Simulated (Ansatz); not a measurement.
`[F][GeH2][C]1=CC1` and `[GeH3][C]1=CC1` differ in one atom or group.

Ansatz, PBE0-D4/def2-TZVP geometries, multiplicity 1. Each molecule was computed in one conformer, which needn't be the lowest.

Scalar relativity is left out up to krypton.

| property | `[F][GeH2][C]1=CC1` |
| --- | --- |
| HOMO energy (B3LYP/def2-TZVPP) / eV | -7.32 |
| HOMO energy (PBE0/def2-TZVPP) / eV | -7.53 |
| LUMO energy (PBE0/def2-TZVPP) / eV | -0.63 |
| LUMO energy (B3LYP/def2-TZVPP) / eV | -0.85 |
| size of the dipole moment (PBE/def2-TZVPP) / D | 1.72 |
| LUMO energy (ωB97M-V/def2-TZVPP) / eV | 1.49 |

(1) Give the same properties after the change, and the shifts. (An estimate is asked.)

Results:

(1) Ansatz gave: 
```csv
property,`[GeH3][C]1=CC1`,shift
HOMO energy (B3LYP/def2-TZVPP) / eV,-7.02,0.30
HOMO energy (PBE0/def2-TZVPP) / eV,-7.23,0.30
LUMO energy (PBE0/def2-TZVPP) / eV,-0.33,0.30
LUMO energy (B3LYP/def2-TZVPP) / eV,-0.55,0.30
size of the dipole moment (PBE/def2-TZVPP) / D,0.42,-1.30
LUMO energy (ωB97M-V/def2-TZVPP) / eV,1.78,0.29
```

Dipoles are sizes alone; their direction can turn.

B3LYP here is the variant with VWN-RPA as its local correlation; programs differ in this.
